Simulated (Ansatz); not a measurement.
Molecule: sum formula BOF2, charge 0, multiplicity 2. It need not be the lowest isomer of its formula. 
Structure (B3LYP-D3(BJ)/def2-TZVP (Ansatz, an electronic-structure program) minimum search):
```xyz
4

B     -0.0222     0.0079    -0.0070
F      0.3742    -1.2014    -0.3568
F      0.7501     0.8025     0.7100
O     -1.2510     0.4439    -0.3930
```
Charge 0, spin multiplicity 2.

Atomisation energy built up term by term with Ansatz (kcal/mol; UHF references for open shells; valence terms freeze the core; atomic spin-orbit terms are left out). CBS marks a two-point X^-3 extrapolation of the correlation energy; Hartree-Fock from the larger set.

```tsv
term	basis	kcal/mol
Hartree-Fock	cc-pVQZ	326.63
CCSD correlation	CBS(cc-pVTZ,cc-pVQZ)	95.08
(T)	CBS(cc-pVTZ,cc-pVQZ)	8.53
core correlation	cc-pwCVTZ	1.79
scalar relativity (X2C)	cc-pVTZ-DK against cc-pVTZ	-0.61
sum: De		431.4
```

(T) makes 2.0 % of the CCSD(T) atomisation energy; under 5 % is typical of single-reference molecules.
